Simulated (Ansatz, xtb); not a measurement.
Relative energy of two isomers of C3H5GeN

Structure I is `C=[C]([GeH3])C#N`, a singlet and structure II is `N#C/C=[CH]/[GeH3]`, a singlet. Both are isolated molecules in the gas phase, relaxed with B3LYP-D3(BJ)/def2-SVP.

Problem. Which of the two would you expect CCSD(T)/def2-SVP + ΔMP2/def2-TZVPP electronic energies to favour?

Solution. Not settled: CCSD(T)/def2-SVP + ΔMP2/def2-TZVPP gives E(II) − E(I) = +0.047 eV, but this leans on the basis-set step: CCSD(T) alone gives +0.042 eV.

The same difference at several levels:

```json
{"level": "GFN2-xTB", "geometry": "GFN2-xTB", "E(II) − E(I) (eV)": "+0.004", "departure from the last row (eV)": "−0.042", "job, with rough time for the two": "optimisation, 0.18 s"}
{"level": "HF/STO-3G", "geometry": "GFN2-xTB", "E(II) − E(I) (eV)": "−0.033", "departure from the last row (eV)": "−0.080", "job, with rough time for the two": "single point, 0.64 s"}
{"level": "r2SCAN-D4/def2-SVP", "geometry": "GFN2-xTB", "E(II) − E(I) (eV)": "+0.029", "departure from the last row (eV)": "−0.017", "job, with rough time for the two": "single point, 3.8 s"}
{"level": "B3LYP-D3(BJ)/def2-SVP", "geometry": "B3LYP-D3(BJ)/def2-SVP", "E(II) − E(I) (eV)": "+0.032", "departure from the last row (eV)": "−0.015", "job, with rough time for the two": "optimisation, 2.2 min"}
{"level": "HF/def2-SVP", "geometry": "B3LYP-D3(BJ)/def2-SVP", "E(II) − E(I) (eV)": "+0.021", "departure from the last row (eV)": "−0.026", "job, with rough time for the two": "part of the CCSD(T) run"}
{"level": "MP2/def2-SVP", "geometry": "B3LYP-D3(BJ)/def2-SVP", "E(II) − E(I) (eV)": "+0.049", "departure from the last row (eV)": "+0.003", "job, with rough time for the two": "part of the CCSD(T) run"}
{"level": "CCSD(T)/def2-SVP", "geometry": "B3LYP-D3(BJ)/def2-SVP", "E(II) − E(I) (eV)": "+0.042", "departure from the last row (eV)": "−0.005", "job, with rough time for the two": "single point"}
{"level": "CCSD(T)/def2-SVP + ΔMP2/def2-TZVPP", "geometry": "B3LYP-D3(BJ)/def2-SVP", "E(II) − E(I) (eV)": "+0.047", "departure from the last row (eV)": "", "job, with rough time for the two": "single point, 43 s"}
```

As drawn, both hold the same kinds of bond in the same numbers.

HF/STO-3G puts the two in the other order. GFN2-xTB, HF/def2-SVP find them nearly level. The largest departure from CCSD(T)/def2-SVP + ΔMP2/def2-TZVPP is that of HF/STO-3G, 0.080 eV. The last row adds to CCSD(T) the change of the MP2 difference between the two basis sets, here +0.005 eV.

With thermal terms from frequencies at re-optimised GFN2-xTB minima (ideal gas, soft modes damped towards free rotors, one conformer each, 298.15 K, 1 atm): the zero-point term adds 0.000 eV; ΔH is +0.049 and ΔG +0.047 eV.

The correlated steps freeze 13 core orbitals; the filled d shell of Ge is correlated, in a basis made for valence electrons. Programs: Ansatz 0.2.0, xtb 6.7.1; the last row on 2 threads of Intel(R) Xeon(R) Platinum 8259CL CPU @ 2.50GHz (Skylake/Cascade Lake) on a shared host.
